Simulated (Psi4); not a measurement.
F2O, singlet, at a GFN2-xTB geometry; CCSD(T)/6-31G* (Psi4 1.11).

The Psi4 input:
```
memory 2 GB

molecule {
0 1
F     0.01888970    1.09187156   -0.24723650
O    -0.02243225   -0.00276003    0.56897714
F     0.00105008   -1.08941820   -0.25852096
}

set {
  basis 6-31g*
  freeze_core true
}

energy('ccsd(t)')
print_variables()
```

It wrote (shortened):

```
   => Loading Basis Set <=

    Name: 6-31G*
    Role: ORBITAL
    Keyword: BASIS

         ---------------------------------------------------------
                                   SCF
               by Justin Turney, Rob Parrish, Andy Simmonett
                          and Daniel G. A. Smith
                              RHF Reference
         ---------------------------------------------------------

  ==> Geometry <==

    Molecular point group: cs
    Full point group: Cs

    Geometry (in Angstrom), charge = 0, multiplicity = 1:

       Center              X                  Y                   Z               Mass
    ------------   -----------------  -----------------  -----------------  -----------------
         F            0.238375106571     1.091864229715     0.000000000000    18.998403162730
         O           -0.578832425975    -0.002805755372     0.000000000000    15.994914619570
         F            0.248948757082    -1.089502040785     0.000000000000    18.998403162730

  Running in cs symmetry.

  Rotational constants: A =      2.21370  B =      0.37294  C =      0.31917 [cm^-1]
  Rotational constants: A =  66365.02916  B =  11180.53806  C =   9568.52546 [MHz]
  Nuclear repulsion =   75.431355068820608

  Charge       = 0
  Multiplicity = 1
  Electrons    = 26
  Nalpha       = 13
  Nbeta        = 13

  ==> Algorithm <==

  SCF Algorithm Type is PK.
  DIIS enabled.
  MOM disabled.
  Fractional occupation disabled.
  Guess Type is SAD.
  Energy threshold   = 1.00e-08
  Density threshold  = 1.00e-08
  Integral threshold = 1.00e-12

  ==> Primary Basis <==

  Basis Set: 6-31G*
    Blend: 6-31G*
    Number of shells: 18
    Number of basis functions: 45
    Number of Cartesian functions: 45
    Spherical Harmonics?: false
    Max angular momentum: 2

  ==> Integral Setup <==

  Using in-core PK algorithm.
   Calculation information:
      Number of atoms:                   3
      Number of AO shells:              18
      Number of primitives:             45
      Number of atomic orbitals:        45
      Number of basis functions:        45

      Integral cutoff                 1.00e-12
      Number of threads:                 1

  Performing in-core PK
  Using 1072260 doubles for integral storage.
  We computed 14397 shell quartets total.
  Whereas there are 14706 unique shell quartets.

  ==> DiskJK: Disk-Based J/K Matrices <==

    J tasked:                  Yes
    K tasked:                  Yes
[...]
  @RHF Final Energy:  -273.45235212875946
    Total Energy =                       -273.4523521287594576
[...]
              6   6        -0.0095763826

    Largest TIjAb Amplitudes:
      3   3   1   1        -0.0680829959
      6   6   1   1        -0.0619862311
      6   6   0   0        -0.0493047171
      3   6   1   0        -0.0471507131
      6   3   0   1        -0.0471507131
      3   6   0   1        -0.0440075819
      6   3   1   0        -0.0440075819
      5   5   0   0        -0.0413855353
      4   4   0   0        -0.0359703111
      3   3   0   0        -0.0352407290

    SCF energy       (wfn)                    = -273.452352128759458
    Reference energy (file100)                = -273.452352128759969

    Opposite-spin MP2 correlation energy      =   -0.390626456396432
    Same-spin MP2 correlation energy          =   -0.145683889172883
    Singles MP2 correlation energy            =   -0.000000000000000
    MP2 correlation energy                    =   -0.536310345569314
      * MP2 total energy                      = -273.988662474329260

    Opposite-spin CCSD correlation energy     =   -0.419262593475055
    Same-spin CCSD correlation energy         =   -0.125733750541088
    Singles CCSD correlation energy           =    0.000000000000000
    CCSD correlation energy                   =   -0.544996344016143
      * CCSD total energy                     = -273.997348472776139

            **************************
            *                        *
            *        CCTRIPLES       *
            *                        *
            **************************

    Wave function   =    CCSD_T
    Reference wfn   =      RHF

    Nuclear Rep. energy (wfn)                =   75.431355068820608
    SCF energy          (wfn)                = -273.452352128759458
    Reference energy    (file100)            = -273.452352128759969
    CCSD energy         (file100)            =   -0.544996344016143
    Total CCSD energy   (file100)            = -273.997348472776139

    Number of ijk index combinations:              220
    Approx. words needed per explicit thread:           48668
    Number of threads for explicit ijk threading:    1

    MKL num_threads set to 1 for explicit threading.

    (T) energy                                =   -0.015260309077094
      * CCSD(T) total energy                  = -274.012608781853203

  Variable Map:
  ----------------------------------------------------------------------------
[...]
  Array Variable Map:
  ----------------------------------------------------------------------------
[...]
[...]
```
